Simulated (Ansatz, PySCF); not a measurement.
Caution, from a PySCF single point (B3LYP-D3(BJ)/def2-TZVPD) at this geometry: the highest occupied level lies above zero, so the state may not be bound. This singlet lies 0.52 eV below the relaxed triplet at the level B3LYP-D3(BJ)/def2-TZVPD (PySCF).

Species: CHBNO, SMILES `N#C[B-]O` (lower singlet) (charge -1, multiplicity 1).

Problem. Give a relaxed geometry from Ansatz (a program for electronic structure) with B3LYP-D3(BJ)/def2-TZVPD.

Solution. This is not unique; one that fits is the end point of this relaxation, one of several conformers (outside a Z-matrix the atoms follow the SMILES, hydrogens last).
Cartesian coordinates (Å) in one orientation:
```xyz
5

N      2.064    -0.449    -0.044
C      1.013     0.052    -0.012
B     -0.291     0.960     0.041
O     -1.462     0.200     0.027
H     -1.325    -0.764    -0.012
```
